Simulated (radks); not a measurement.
Spin polarisation of the 5d2 shell in neutral hafnium. Start: [Xe] 4f14 5d(up 1, down 1) 6s2; electrons of 5d are moved from spin down to spin up, other shells keep equal spins. Calculated with a radial shooting solver on a logarithmic mesh with Libxc functionals: non-relativistic Kohn-Sham, r2SCAN, spin-polarised, spherical densities, point nucleus; meta-GGA in the generalised Kohn-Sham scheme.

moment (Bohr magnetons)  E - E(0) (eV)  e(5d up) (eV)  e(5d down) (eV)  6s down minus up (eV)  4f down minus up (eV)  5p down minus up (eV)
0                                0.000         -3.655           -3.655                  0.000                  0.000                  0.000
0.5                             -0.050         -3.847           -3.444                  0.164                  0.045                  0.306
1                               -0.202         -4.021           -3.215                  0.333                  0.090                  0.613
1.5                             -0.454         -4.179           -2.970                  0.515                  0.135                  0.919
2                               -0.805         -4.318           -2.717                  0.715                  0.179                  1.224

At moment 2 the spin-polarisation energy is -0.805 eV and the 5d exchange splitting 1.601 eV, that is 0.801 eV per Bohr magneton; E = -I m^2/4 would give I = 0.805 eV.
